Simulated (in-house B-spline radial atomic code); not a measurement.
A run on neutral molybdenum (an excited or competing configuration) that did not converge. Method: scalar-relativistic (X2C) wB97X, spin-polarised, spherical fractional occupations, exact exchange averaged over the configuration, Fermi nucleus of rms radius 4.4091 fm; computed with an all-electron radial atomic-structure program (B-spline basis).

Command:
```bash
python run_scf.py task.json out
```
Settings (nuclear radius in fm, mass in u):
```
Z                42
configuration    [Ar] 3d10 4s2 4p5 4d5 5s2
hamiltonian      x2c
method           wb97x
spin_polarised   True
nucleus          fermi
rms_radius       4.4091
atomic_mass      97.9054
speed_of_light   137.035999084
exact_exchange   averaged over the configuration
```

First and last ten iterations of the last attempt (damped for 15 steps, keeping 80 % of the old Fock matrix, then DIIS):
```
 iter        energy (Eh)    residual
    1       -4039.807290    4.38e-01
    2       -4043.918806    2.57e-01
    3       -4045.493382    1.75e-01
    4       -4046.325558    1.27e-01
    5       -4046.762826    8.85e-02
    6       -4046.991580    6.82e-02
    7       -4047.111059    5.50e-02
    8       -4047.173695    4.33e-02
    9       -4047.206905    3.37e-02
   10       -4047.224870    2.60e-02
  111       -4047.250217    8.65e-07
  112       -4047.250217    9.80e-07
  113       -4047.250217    2.06e-06
  114       -4047.250217    4.68e-06
  115       -4047.250217    2.98e-06
  116       -4047.250217    1.19e-05
  117       -4047.250217    4.56e-06
  118       -4047.250217    3.17e-06
  119       -4047.250217    1.05e-06
  120       -4047.250217    2.39e-06
 not converged after 120 iterations
```

The smallest residual met was 7.4e-07; the threshold is about 4e-07. Over the last five steps the energy moves by less than 2e-07 hartree, but the orbitals didn't meet the threshold. Cost of the run: 37 s on 1 thread of Arm Neoverse N1 (shared host).
